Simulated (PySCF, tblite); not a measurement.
Isomers of C4H8OSi2, one GFN2-xTB conformer each. Single-point energies are computed at PBE0/pcSseg-1 (PySCF, gas phase, no added dispersion term), electronic only.

```csv
SMILES,GFN2-xTB relative energy (kcal/mol)
CC(=O)[SiH2]C#C[SiH3],2.0
CC(=O)C#C[SiH2][SiH3],0.0
```

Conformers: `[CH3:1][C:2](=[O:3])[SiH2:4][C:5]#[C:6][SiH3:7]` with C1–C2–Si4–C5 33°.

Question: What does PBE0/pcSseg-1 give for the same structures?

Answer: 
| SMILES | PBE0/pcSseg-1 E (Eh) | PBE0/pcSseg-1 (kcal/mol) | GFN2-xTB (kcal/mol) | point group |
| --- | --- | --- | --- | --- |
| CC(=O)[SiH2]C#C[SiH3] | -810.81428 | 0.0 | 2.0 | C1 |
| CC(=O)C#C[SiH2][SiH3] | -810.81029 | 2.5 | 0.0 | C1 |

GFN2-xTB puts CC(=O)C#C[SiH2][SiH3] lowest instead. As drawn, the higher has an Si–Si bond, which the lower lacks.

Question: Which frontier levels, dipoles and rotational constants go with these structures?

Answer: 
| SMILES | HOMO (eV, PBE0/pcSseg-1) | LUMO (eV) | dipole (D) | A, B, C (MHz) |
| --- | --- | --- | --- | --- |
| CC(=O)[SiH2]C#C[SiH3] | -6.87 | -1.26 | 2.83 | 3954, 656.4, 586.5 |
| CC(=O)C#C[SiH2][SiH3] | -7.80 | -1.92 | 3.22 | 3883, 593.6, 574.3 |

Question: What happens when harmonic zero-point energies from GFN2-xTB frequencies are added?

Answer: 
| SMILES | ZPE (kcal/mol) | electronic (kcal/mol) | with ZPE (kcal/mol) |
| --- | --- | --- | --- |
| CC(=O)[SiH2]C#C[SiH3] | 59.3 | 0.0 | 0.0 |
| CC(=O)C#C[SiH2][SiH3] | 59.6 | 2.5 | 2.8 |

The zero-point energies span 0.3 kcal/mol. The order is unchanged.
